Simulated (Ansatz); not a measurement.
Molecule: C₆H₁₁, charge 0, multiplicity 2. It need not be the lowest isomer of its formula. SMILES: CC[CH]/C=C\C
Coordinates optimised at B3LYP-D3(BJ)/def2-TZVP (Ansatz, an electronic-structure program):
```xyz
17

C      2.0362    -0.0381     1.0002
C      1.1796     0.8639     0.0961
C      0.6308     0.1353    -1.0893
C     -0.6133    -0.4510    -1.2428
C     -1.6900    -0.5457    -0.3734
C     -1.7859    -0.0512     1.0346
H      2.4566     0.5302     1.8327
H      1.4410    -0.8564     1.4087
H      2.8622    -0.4799     0.4395
H      0.3822     1.3139     0.6854
H      1.8045     1.6891    -0.2594
H      1.3176     0.0222    -1.9220
H     -0.7759    -0.9187    -2.2101
H     -2.5747    -1.0332    -0.7658
H     -0.8945    -0.2836     1.6199
H     -1.9213     1.0360     1.0785
H     -2.6423    -0.4987     1.5399
```
Charge 0, spin multiplicity 2.

Computed values are from Ansatz. Cores are frozen in the correlated levels unless marked. UHF or UKS for open shells. No spin-orbit coupling. Non-relativistic. CBS marks a two-point X^-3 extrapolation of the correlation energy; Hartree-Fock from the larger set. The bracket is a focal-point correction in the basis named.

The UHF reference is spin-contaminated (<S^2> 0.20 over the pure value in the largest basis). 

Question: What is the T1 diagnostic at CCSD/cc-pVTZ?

Answer: 0.021.

Question: What is the dipole moment at CCSD(T)/aug-cc-pVDZ?

Answer: 0.47 D.

Question: What is the total energy at RI-MP2/CBS(cc-pVTZ,cc-pVQZ)+[CCSD(T)-MP2]/cc-pVTZ?

Answer: -234.8745 Eh.

Question: What is the atomisation energy De at RI-MP2/CBS(cc-pVTZ,cc-pVQZ)+[CCSD(T)-MP2]/cc-pVTZ?

Answer: 6897.2 kJ/mol.
